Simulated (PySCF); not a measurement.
C$_{4}$H$_{5}$N, triplet, at a GFN2-xTB geometry (a higher spin typed on purpose: for a closed-shell molecule this is an excited state). Base run: DF-PBE/pcseg-1 run with PySCF.

Input for PySCF:
```python
from pyscf import gto, scf, dft

mol = gto.Mole()
mol.atom = '''
    C    -0.090690   -1.143113    0.473253
    C    -1.152164   -0.340052    0.234573
    C    -0.674996    0.885433   -0.326727
    N     0.710439    0.774135   -0.610334
    C     1.122544   -0.382149    0.119119
    H    -0.072677   -2.132886    0.882188
    H    -2.190482   -0.550923    0.406768
    H    -1.168437    1.838981   -0.338817
    H     1.265775    1.613825   -0.476625
    H     1.964592   -0.308656    0.797518
'''
mol.basis = 'pcseg-1'
mol.charge = 0
mol.spin = 2
mol.verbose = 4
mol.build()

mf = dft.UKS(mol)
mf.xc = 'pbe'
mf = mf.density_fit(auxbasis='def2-universal-jkfit')
mf.kernel()
```

The base run was repeated with changes; each row names its change, and settings that it needs were set with it.

```tsv
change	E (Eh)	HOMO (eV)	dipole (D)	<S^2>	core-seconds (rough)	outcome
base	-209.73089	-2.08	1.69	2.006	20	converged
functional = m06	-209.83823	-3.20	1.69	2.012	40	converged
functional = o3lyp	-209.92101	-2.54	1.68	2.009	20	converged
functional = pbe; dispersion = d3bjm	-209.74106	-2.08	1.69	2.006	20	converged
functional = m06l	-209.95719	-2.21	1.70	2.011	50	converged
functional = tpssh	-210.01304	-2.64	1.71	2.012	40	converged
functional = mn12l	-209.75858	-2.16	1.72	2.013	40	converged
functional = wb97x	-209.93621	-5.45	1.78	2.018	30	converged
functional = m062x	-209.89620	-4.23	1.77	2.012	40	converged
functional = wb97x_v	-	-	-	-	-	cut at the time limit
functional = revpbe	-209.94198	-2.05	1.67	2.006	20	converged
functional = b97m_v	-	-	-	-	-	cut at the time limit
functional = scan	-209.90653	-2.43	1.72	2.027	50	converged
```

Absolute energies of different levels of theory aren't comparable as measures of quality.

Open shells are given as the SCF converged; they aren't shown to be the lowest states, and a large step between rows can be another state.
